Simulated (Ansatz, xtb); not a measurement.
**Two isomers of C4H3ClF2O2**

Structure X: `O=C(O)/C=C\C(F)(F)Cl`, a singlet. Structure Y: `C=C(Cl)OC(=O)C(F)F`, a singlet. Both are isolated molecules in the gas phase, relaxed with PBE-D3(BJ)/def2-SVP, each in the lowest conformer that the search found.

X (Å):

```xyz
12

C    -1.9930   -1.4541    0.3885
C    -1.9122   -0.0130    0.7566
C    -0.8497    0.6176    1.2975
C     0.4764    0.0435    1.7346
Cl    1.5581   -0.1827    0.3062
F     0.3683   -1.1168    2.4031
F     1.0766    0.9332    2.5690
O    -1.0716   -2.2457    0.3353
O    -3.2760   -1.7816    0.0746
H    -3.2501   -2.7326   -0.1686
H    -2.8117    0.5819    0.5352
H    -0.9063    1.7049    1.4657
```

Y (Å):

```xyz
12

C    -2.3549   -2.4930    1.5464
C    -1.6933   -1.8010    0.6099
C    -0.2579    0.0546    0.9275
C    -0.3248    1.5949    0.9029
Cl   -1.0689   -2.4926   -0.8566
F    -1.1791    2.0175    1.8785
F     0.9077    2.0915    1.1383
O    -1.5251   -0.4299    0.6987
O     0.7268   -0.6092    1.1031
H    -2.5364   -3.5673    1.4232
H    -2.7194   -1.9720    2.4420
H    -0.6972    1.9631   -0.0822
```

**Question.** Which of the two would you expect CCSD(T)/def2-SVP + ΔMP2/def2-TZVPP electronic energies to favour?

**Answer.** Structure X; the calculation gives E(Y) − E(X) = +0.692 eV.

Level by level:

```tsv
level	geometry	E(Y) − E(X) (eV)	departure from the last row (eV)	job, with rough time for the two
GFN2-xTB	GFN2-xTB	+0.234	−0.458	optimisation, 0.62 s
HF/STO-3G	GFN2-xTB	+0.341	−0.350	single point, 0.48 s
r2SCAN-D4/def2-SVP	GFN2-xTB	+0.813	+0.121	single point, 4.3 s
PBE-D3(BJ)/def2-SVP	PBE-D3(BJ)/def2-SVP	+0.764	+0.072	optimisation, 58 s
HF/def2-SVP	PBE-D3(BJ)/def2-SVP	+0.640	−0.052	part of the CCSD(T) run
MP2/def2-SVP	PBE-D3(BJ)/def2-SVP	+0.772	+0.081	part of the CCSD(T) run
CCSD(T)/def2-SVP	PBE-D3(BJ)/def2-SVP	+0.715	+0.024	single point
CCSD(T)/def2-SVP + ΔMP2/def2-TZVPP	PBE-D3(BJ)/def2-SVP	+0.692		single point, 2.1 min
```

As drawn, Y has 1 C–O, 1 C–H in place of 1 C–C, 1 O–H.

None of the levels shown reverses the order. The largest departure from CCSD(T)/def2-SVP + ΔMP2/def2-TZVPP is that of GFN2-xTB, 0.458 eV. The last row adds to CCSD(T) the change of the MP2 difference between the two basis sets, here −0.024 eV.

With thermal terms from frequencies at re-optimised GFN2-xTB minima (ideal gas, soft modes damped towards free rotors, one conformer each, 298.15 K, 1 atm): the zero-point term adds −0.016 eV; ΔH is +0.683 and ΔG +0.649 eV.

The correlated steps freeze 13 core orbitals. Codes used: Ansatz 0.2.0, xtb 6.7.1; the last row on 4 threads of Arm Neoverse V1 on a shared host.
